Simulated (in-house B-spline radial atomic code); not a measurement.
Values are calculated unless marked as measured or tabulated.
Building a PAW d channel for Ta, r_c = 1.65 bohr

Ta, [Xe] 4f14 5d3 6s2, non-relativistic PBE (a model for so heavy an element), spherical and spin-unpolarised, from an all-electron radial atomic-structure program (B-spline basis) (atomic units; all potentials screened as in the neutral atom).

Two all-electron partial waves φ1, φ2 are integrated outwards at E1 = ε(5d) = -0.175209 and E2 = E1 + 2 hartree; φ1 is the bound orbital and φ2 has unit norm inside r_c = 1.6536 bohr. Smooth partners are polynomials, r^3(a0 + a1 r² + a2 r⁴ + a3 r⁶), matched to φ and three derivatives at r_c, with no condition on the norm. The local potential is -13.8975 + (12.1791) r² + (-4.48631) r⁴ + (0.613756) r⁶ inside 1.3539 bohr and the all-electron one outside.

```json
{"wave": "1", "φ(r_c)": "0.7267156", "φ'(r_c)": "-0.08699702", "a0": "0.9400751", "a1": "-0.5654523", "a2": "0.1352516", "a3": "-0.01195649"}
{"wave": "2", "φ(r_c)": "0.1935623", "φ'(r_c)": "-3.036371", "a0": "2.586833", "a1": "-1.97972", "a2": "0.5101248", "a3": "-0.046213"}
```

Inside r_c the overlaps are <φi φj> = [[0.36231, 0.54744], [0.54744, 1.00000]] and, for the smooth waves, [[0.34326, 0.48641], [0.48641, 0.82271]]. With χj = (Ej − T − V_local) applied to smooth wave j, the program's quadrature gives the matrix B_ij = <smooth i, χj> as [[0.17771, 0.31556], [0.43762, 0.91917]].

Q: Check the match of the first wave, and find the augmentation charges q_ij.

A: At r_c the four terms are 4.25064, -6.99114, 4.57252, -1.10529, which sum to 0.7267, φ1(r_c) to rounding. q_ij is the all-electron overlap less the smooth one: [[0.01905, 0.06103], [0.06103, 0.17729]]. The smooth first wave has a norm of 0.3433 inside r_c against 0.3623, and q11 > 0 puts back the missing charge.

Q: B isn't symmetric. Show that D_ij = B_ij + Ej q_ij is.

A: Integrating by parts gives B12 − B21 = (E1 − E2) q12: 0.31556 − (0.43762) = -0.12206, and −2 × (0.06103) = -0.12206. So D12 = 0.31556 + (1.824791)(0.06103) = 0.42693 and D21 = 0.43762 + (-0.175209)(0.06103) = 0.42693; D11 = 0.17437, D22 = 1.24268. The projectors, p = (B⁻¹)ᵀ χ, are dual to the smooth waves; det B = 0.025.

Solving (T + V_local + Σ p D p) ψ = E (1 + Σ p q p) ψ in a sphere of 9 bohr, whose wall lifts the free-atom level a little, gives these levels:

```json
{"all-electron": "-0.175109", "one projector": "-0.175109", "two projectors": "-0.175109"}
{"all-electron": "0.116185", "one projector": "0.116092", "two projectors": "0.116184"}
{"all-electron": "0.419148", "one projector": "0.418440", "two projectors": "0.419144"}
{"all-electron": "0.880979", "one projector": "0.877880", "two projectors": "0.880970"}
{"all-electron": "1.485940", "one projector": "1.475790", "two projectors": "1.485930"}
```

Q: What does the second projector gain?

A: With one projector the errors are 0.00, -0.09, -0.71, -3.10, -10.15 millihartree. With two the errors are 0.00, 0.00, 0.00, -0.01, -0.01 millihartree. The scattering is exact at E1 and at E2 = 1.825, and over all levels compared the largest error is 0.01 millihartree. The lowest eigenvalue of the overlap operator is 1 with one and 0.9495 with two projectors. The smooth orbital alone needs a cutoff of 11.9 hartree for 1 millihartree of kinetic energy, against 13.1 for a norm-conserving Troullier-Martins orbital of the same radius.
